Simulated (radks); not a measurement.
Values are calculated unless marked as measured or tabulated.
Ionisation ladder of thulium, from Tm66+ to Tm68+. Each ion is in the ground configuration listed by NIST, and IE = E(next ion) - E(this ion), with E = 0 for the bare nucleus. Code: a radial shooting solver on a logarithmic mesh with Libxc functionals. Model: scalar-relativistic Kohn-Sham, BLYP, spin-polarised, spherical densities, finite nucleus; open shells are filled with parallel spins first (spin-orbit coupling, left out, can overturn this in heavy ions); Fermi nuclear charge, rms radius 5.2256 fm.

| species | configuration | IE, Delta-SCF (eV) | <r> HOMO (bohr) | IE, NIST (eV) | kind | error (eV) |
|---|---|---|---|---|---|---|
| Tm66+ | [He] 2s1 | 16850.6 | 0.0808 | 16814.3 | theory | +36.3 |
| Tm67+ | [He] | 68189 | 0.0199 | 67965.3 | theory | +223.6 |
| Tm68+ | 1s1 | 69488 | 0.0198 | 69387.5 | theory | +100.2 |

Reference values: NIST Atomic Spectra Database (exp. = measured, semi-emp. = semi-empirical, theory = theoretical value adopted there). The ionisation energy per charge of the ion left behind rises most, in proportion, at Tm67+ ([He]), from 251.50 to 1002.8 eV.
